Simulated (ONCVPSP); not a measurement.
Which change was made? (Ga, ONCV)

| Property | Result |
| --- | --- |
| Element | Ga |
| Generator | ONCVPSP 4.0.1 |
| Type | optimised norm-conserving Vanderbilt (ONCV) |
| Functional | PBEsol |
| Relativity | scalar-relativistic |
| Frozen core | [Ne] |
| Valence charge | 21 |
| Reference configuration | 3s2 3p6 3d10 4s1 (charge +2) |
| Partial waves | 3s+4s: rc 0.90 bohr, ncon 4, nbas 8, qcut 17.6 1/bohr, 3 projectors, debl 2.7 Ha; 3p: rc 0.80 bohr, ncon 3, nbas 7, qcut 20.9 1/bohr, 2 projectors, debl 3.7 Ha; 3d: rc 0.90 bohr, ncon 3, nbas 7, qcut 15.3 1/bohr, 1 projector |
| Local potential | polynomial inside 0.55 bohr (lpopt 5, dvloc0 0 Ha) |
| Core correction | Teter function, fcfact 2.5, rcfact 1.45 |

In the p channel the program set the typed energies aside and used -4.375, 0.250 Ha.

Cutoffs, loose and tight: the cutoffs (Ha) at which the residual kinetic energy of the hardest occupied pseudo-wave falls to 1 and 0.1 mHa per electron. They do not see the model core or the augmentation charge, which bear on the density cutoff. Test errors are all-electron minus pseudo excitation energies from the reference, over the configurations 3s2 3p6 3d10 4s2 4p1; 3s2 3p6 3d10 4s2; 3s2 3p6 3d10 4s0; 3s1 3p6 3d10 4s2 4p1; variants that change the core or the reference have their own tests.

The base gives: outcome: generated, projector energies reset by the program; cutoff, loose: 125 Ha; cutoff, tight: 153 Ha; bound ghosts: none; GHOST(+) flags above zero: s; largest test error (meV): -42.

Problem. After one change the result is: outcome: generated; cutoff, loose: 125 Ha; cutoff, tight: 153 Ha; bound ghosts: none; GHOST(+) flags above zero: s; largest test error (meV): -39. Which change was it?
A. d: nbas 8
B. reference 3s2 3p6 3d10 4s1.5 4p1.5; wave 3p: rc 0.80 bohr, ncon 3, nbas 7, qcut 20.9 1/bohr, 2 projectors, debl 3.7 Ha becomes 3p+4p: rc 0.80 bohr, ncon 3, nbas 7, qcut 20.9 1/bohr, 2 projectors
C. all radii but the core radius scaled by about 0.88 (s 0.80, p 0.70, d 0.80 bohr); local potential polynomial inside 0.48 bohr (lpopt 5, dvloc0 0 Ha)

Solution. B. The others give: d: nbas 8 → outcome: generated, projector energies reset by the program; cutoff, loose: 125 Ha; cutoff, tight: 153 Ha; bound ghosts: none; GHOST(+) flags above zero: s; largest test error (meV): +46 | all radii but the core radius scaled by about 0.88 (s 0.80, p 0.70, d 0.80 bohr); local potential polynomial inside 0.48 bohr (lpopt 5, dvloc0 0 Ha) → outcome: generated, projector energies reset by the program; cutoff, loose: 128 Ha; cutoff, tight: 293 Ha; bound ghosts: none; GHOST(+) flags above zero: s; largest test error (meV): -54.
